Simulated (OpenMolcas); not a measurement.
**Fe2+: moving the ligands**

Fe2+ with 4 ligands (chloride) in square-planar coordination (D4h) at 2.4 Å. A charge of +0.5 e stands 3.2 Å behind each ligand. Ligand basis ANO-RCC-VDZP.
```
Fe    0.0000    0.0000    0.0000
Cl    2.4000    0.0000    0.0000
Cl    0.0000    2.4000    0.0000
Cl   -2.4000    0.0000    0.0000
Cl    0.0000   -2.4000    0.0000
```

* Program: OpenMolcas
* Method: SS-CASPT2, IPEA 0.25 Eh, imaginary shift 0.1 Eh (closed shells correlated: 3s 3p and the ligand valence shells)
* Basis: ANO-RCC-VTZP [6s5p3d2f1g]
* Scalar Hamiltonian: DKH2, point nucleus
* Active space: 6 electrons in 5 orbitals (3d)
* State averaging: 2S+1 = 5 even, 5 roots; 2S+1 = 3 even, 45 roots; 2S+1 = 1 even, 50 roots
* Spin-orbit coupling: RASSI with atomic mean-field integrals over the reference wave functions

Runs around this geometry, states (labels of D4, the rotations of D4h). Energies in cm-1 above the lowest state or level, χT in cm3 K/mol.

```json
{"R (Å)": "2.24", "Ground state": "5A1", "First state of that spin": "5E 2400", "First gap with spin-orbit (degeneracies)": "15 (1, 2)", "χT at 300 K": "3.608", "First state of another spin": "3A2 9540"}
{"R (Å)": "2.4", "Ground state": "5A1", "First state of that spin": "5E 1580", "First gap with spin-orbit (degeneracies)": "18 (1, 2)", "χT at 300 K": "3.912", "First state of another spin": "3A2 14180"}
{"R (Å)": "2.47", "Ground state": "5A1", "First state of that spin": "5E 1350", "First gap with spin-orbit (degeneracies)": "19 (1, 2)", "χT at 300 K": "4.053", "First state of another spin": "3A2 15560"}
```

Taking the first state of the same spin as R^-n, n = -ln(1350 / 2400) / ln(2.47 / 2.24) = 5.9 between the shortest and longest distance.

Over all roots computed the reference weight is 0.70 to 0.74 in R = 2.24, 0.71 to 0.74 in R = 2.4, 0.71 to 0.74 in R = 2.47; a low but even weight reflects the number of correlated electrons. A single d shell leaves out the double-shell effect, which counts most for late 3d ions, where the CASPT2 field can be off either way by tens of per cent. Ligand-to-metal charge-transfer states are missing. For late 3d ions with one d shell CASPT2 can put B and the spin-flip bands somewhat low as well as high. Free-ion shares, where given, are those of the reference states; single-state CASPT2 does not remix them (holds for R = 2.4; R = 2.47). No measured value stands beside these numbers; the geometry is a model, was not optimised and need not be the one that this ion takes.
